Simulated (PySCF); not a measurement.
C5H8Si, SMILES C#CC(=C)[SiH2]C. The structure is a stationary point at B3LYP-D3(BJ)/def2-SVP. This is a generated structure with no PubChem entry under its InChIKey; it may be hypothetical. Other conformers were not sampled.

Computed equilibrium geometry at B3LYP-D3(BJ)/def2-SVP (PySCF confirms it by a frequency run) as Cartesian coordinates in Å (one conformer of several):
```xyz
14

C      1.0472    -1.0141     2.2167
C      1.0039    -0.5348     1.1000
C      0.8518     0.0102    -0.2111
C      1.8831     0.5607    -0.8862
Si    -0.8941    -0.0678    -0.9476
C     -2.1188     0.7830     0.1986
H      1.1086    -1.4353     3.2020
H      2.8901     0.6115    -0.4595
H      1.7438     0.9755    -1.8884
H     -1.2786    -1.4987    -1.1307
H     -0.8441     0.5960    -2.2842
H     -1.8701     1.8498     0.3137
H     -2.0889     0.3149     1.1953
H     -3.1470     0.7058    -0.1892
```
Charge 0, spin multiplicity 1.
